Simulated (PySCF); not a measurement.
A structure optimised at PBE0-D3(BJ)/def2-SVP, used in a PySCF frequency run:

```
C
H 1 1.0982
H 1 1.1027 2 107.98
C 1 1.5307 2 112.44 3 118.35
F 4 1.3660 1 110.57 2 -84.06
H 4 1.1069 5 107.07 1 -120.84
N 4 1.4468 6 106.39 5 115.93
C 7 1.2744 4 115.36 6 101.02
H 8 1.1005 7 117.72 4 -177.66
Si 1 1.8853 2 117.04 3 -122.63
H 10 1.4920 1 116.08 2 98.43
H 10 1.4949 11 108.98 1 130.82
```

### Question
Write its SMILES and formula.

### Answer
F[C@H]1C[SiH2]C=N1, C₃H₆FNSi

### Question
What are its rotational constants (standard atomic weights)?

### Answer
5.8066, 2.3336, 1.7770 GHz
